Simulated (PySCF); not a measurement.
MgCl, SMILES [Mg+][Cl], charge +1.

Geometry: PBE0-D3(BJ)/def2-TZVPD. The spin state was assumed, not searched.

Two levels are set side by side: TDDFT-PBE/def2-TZVPD (PySCF) and TDDFT-ωB97X/def2-TZVPD (PySCF). Vertical, same geometry. The lowest singlet is HOMO→LUMO 100 % with PBE and HOMO→LUMO 97 % with the other functional; states are paired by order. Differences are taken from unrounded values.

```
quantity                               TDDFT-PBE
-------------------------------------  ---------
lowest singlet excitation (eV)              2.38
lowest triplet excitation (TDA) (eV)        2.19
first bright state (f over 0.05) (eV)       4.52
its oscillator strength                     0.15
```

Question: These are the TDDFT-PBE values. What does TDDFT-ωB97X give? (Estimate from the structure and the level; the computed values follow.)

Answer: 
```
quantity                               TDDFT-ωB97X  TDDFT-PBE minus TDDFT-ωB97X
-------------------------------------  -----------  ---------------------------
lowest singlet excitation (eV)                4.15                        -1.76
lowest triplet excitation (TDA) (eV)          4.05                        -1.87
first bright state (f over 0.05) (eV)         5.76                        -1.24
its oscillator strength                       0.15                         0.00
```

Functionals without exact exchange tend to place singlet excitations lower, as here. Differences between two approximate levels are no errors against the true value.

Rough cost on one machine, each run with all the roots and properties that it gave: TDDFT-ωB97X against TDDFT-PBE about 3 times.
